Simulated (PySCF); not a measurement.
# Structure from NMR data

An unknown has the formula C$_{5}$H$_{7}$F$_{2}$NSi. Its calculated NMR data are:

$^{1}$H NMR (300 MHz, computed): δ 11.65 (br s, 1H), 6.74 (m, 1H), 4.24 (s, 3H), 3.66 (s, 2H).

$^{13}$C{$^{1}$H} NMR (computed): δ 171.4, 115.3, 112.2, 84.9, 30.4.

[PySCF 2.14: geometry from GFN2-xTB; shieldings: GIAO PBE0/pcSseg-1; a single conformation; non-relativistic; one averaged value for each set of equivalent atoms; no solvent model]

Scale: $^{1}$H and $^{13}$C against TMS (reference shieldings calculated alike).

Q: Propose a structure and justify it.

A: 
1. Rings plus π bonds: 3 (no ring in the answer).
2. 5 carbon signals for 5 carbons: no two carbons are equivalent.
3. Carbon types of the structure: 3 × C, 1 × CH, 1 × CH2, leaving 4 H on heteroatoms.
4. δC 171.4: C=N carbon.
5. δC 115.3: sp3 CH bonded to 2 F; 2 electronegative neighbours deshield it.
6. δC 112.2, 84.9: alkyne carbon.
7. δC 30.4: propargylic sp3 CH2; saturated and bonded to C and H only.
8. δH 11.65: hydrogen on an imine nitrogen; exchangeable, gas-phase position.
9. δH 6.74: hydrogen on an sp3 CH bonded to 2 F; its carbon carries F, an electronegative neighbour.
10. δH 3.66: hydrogen on a propargylic sp3 CH2.

These data were computed for `[H]/N=C(/CC#C[SiH3])C(F)F`.

The data come from this structure; uniqueness wasn't tested.

OH/NH shifts are gas-phase values; hydrogen bonding in solution moves them, usually downfield. Splittings by $^{19}$F in the carbon and heteronuclear signals aren't shown, as no couplings were computed. Shifts are as computed. Against solution values, carbons near 30 ppm lie about +3 ppm off and those near 130 ppm about +5 ppm. Of 1211 compounds with measured shifts, 218 miss one by over three times the rms of a fit or turn the order of signals round; such compounds aren't used in these exercises. No couplings were computed; multiplicities are counted from neighbouring protons, with m where these are inequivalent, close in shift, in a saturated or five-membered ring or joined by F or P, and br s for small geminal =CH2 splittings.
